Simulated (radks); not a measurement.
Sb I, configuration [Kr] 4d10 5s2 5p3.

Calculated with a radial shooting solver on a logarithmic mesh with Libxc functionals: scalar-relativistic Kohn-Sham, exchange-only r2SCAN, spin-polarised, spherical densities, finite nucleus; open shells are filled with parallel spins first (spin-orbit coupling, left out, can overturn this in heavy ions); meta-GGA in the generalised Kohn-Sham scheme; Fermi nuclear charge, rms radius 4.6802 fm.

Energy parts (Ry):
| part | energy |
|---|---|
| total | -12959.02142 |
| kinetic | 13558.70447 |
| electron-nucleus | -31351.13541 |
| Hartree | 5169.45695 |
| exchange | -336.04743 |

Orbitals (lengths in bohr, moments of r in powers of bohr; <r^-3> diverges for s and p1/2; r(max) is where P^2 peaks):
| orbital | occ. | eigenvalue (Ry) | r(max) | <r^2> | <r^-3> |
|---|---|---|---|---|---|
| 1s up | 1 | -2231.425 | 0.01835 | 0.001094 | - |
| 1s down | 1 | -2231.418 | 0.01835 | 0.001094 | - |
| 2s up | 1 | -340.7073 | 0.1036 | 0.01772 | - |
| 2s down | 1 | -340.7076 | 0.1036 | 0.01772 | - |
| 2p up | 3 | -305.6267 | 0.08307 | 0.01402 | 5038 |
| 2p down | 3 | -305.6232 | 0.08307 | 0.01402 | 5038 |
| 3s up | 1 | -67.23000 | 0.2994 | 0.1243 | - |
| 3s down | 1 | -67.22658 | 0.2995 | 0.1243 | - |
| 3p up | 3 | -55.70140 | 0.2931 | 0.1250 | 947.2 |
| 3p down | 3 | -55.69678 | 0.2932 | 0.1250 | 947.1 |
| 3d up | 5 | -38.13941 | 0.2448 | 0.1106 | 129.7 |
| 3d down | 5 | -38.13497 | 0.2448 | 0.1106 | 129.7 |
| 4s up | 1 | -11.18191 | 0.7241 | 0.7103 | - |
| 4s down | 1 | -11.17117 | 0.7245 | 0.7108 | - |
| 4p up | 3 | -7.62855 | 0.7633 | 0.8315 | 172.1 |
| 4p down | 3 | -7.61911 | 0.7637 | 0.8305 | 171.8 |
| 4d up | 5 | -2.44584 | 0.8468 | 1.270 | 16.81 |
| 4d down | 5 | -2.42358 | 0.8466 | 1.235 | 17.01 |
| 5s up | 1 | -0.99127 | 1.942 | 6.004 | - |
| 5s down | 1 | -0.75372 | 1.890 | 5.702 | - |
| 5p up | 3 | -0.39275 | 2.365 | 9.664 | 11.74 |
| 5p down | 0 | -0.11590 | 2.291 | 9.106 | 13.42 |

The highest occupied level is 5p up at -5.344 eV. The electron density at the nucleus is 2.15e+05 e/bohr^3 (large components only). The spin density at the nucleus is -4.766 e/bohr^3 (1s -0.405, 2s 0.186, 3s 0.208, 4s 0.765, 5s -5.518). For comparison, the ionisation energy in NIST's Atomic Spectra Database is 8.608 eV (measured). In exact Kohn-Sham theory the highest level is minus the ionisation energy, but local and semilocal functionals leave it too shallow, through self-interaction and a potential that decays too fast; potentials with the right tail come closer. Spin moment in Bohr magnetons: 3. The density falls to 0.001 e/bohr^3 at r = 4.70 bohr. Summed over all electrons, <r^2> = 61.86 bohr^2, which gives a Langevin (diamagnetic) susceptibility term of -49 x 10^-6 cm^3/mol.
